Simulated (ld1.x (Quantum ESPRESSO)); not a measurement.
# Which setting gave this result? (Ge, TM)

Base potential:

ld1.x (Quantum ESPRESSO) 7.5 input, shortened:

```
&input
   title='Ge', zed=32., rel=1, dft='PBE', iswitch=3,
   config='[Ar] 3d10 4s2 4p0'
 /
 &inputp
   pseudotype=2, tm=.true., lloc=1,
   nlcc=.true., new_core_ps=.true.
 /
2
4S  1  0   2.00   0.00  1.20  1.20  0.0
4P  2  1   0.00   0.00  1.60  1.60  0.0
 &test
   configts(1)='4s2 4p0'
 /
```

Cutoffs, loose and tight: the cutoffs (Ry, on a coarse ladder) from which the occupation-weighted sum of valence levels, in a spherical-Bessel basis at the reference potential, stays within 10 and 1 mRy of its value at 400 Ry. They do not see the model core or the augmentation charge, which bear on the density cutoff. Test errors are all-electron minus pseudo excitation energies from the reference, over the configurations 4s2 4p2; 4s2 4p1; 4s1 4p0; 4s2 4p1.5; 4s0 4p4; 4s1 4p3; 4s2 4p2.3; variants that change the core or the reference have their own tests.

Only the scale of all radii but the core radius (base = 1) is moved (1 further runs of the sweep failed or gave no value and are left out):

| scale of all radii but the core radius (base = 1) | cutoff, loose | cutoff, tight | bound ghosts | largest test error (meV) |
| --- | --- | --- | --- | --- |
| 0.86 | 200 Ry | over 300 Ry | s | -110 |
| 0.98 | 60 Ry | 230 Ry | s | -105 over the solved tests; 1 of 7 tests not solved or not reliable |
| 1.14 | 40 Ry | 90 Ry | none | -105 |
| 1.4 | 30 Ry | 45 Ry | s | -100 |

One more run gave cutoff, loose: 35 Ry; cutoff, tight: 70 Ry; bound ghosts: none; largest test error (meV): -104. Which value of the scale of all radii but the core radius (base = 1) was used?

1.21. The loose cutoff moves one way along this sweep, from 200 Ry at 0.86 to 30 Ry at 1.4, which places the run between 1.14 and 1.4.
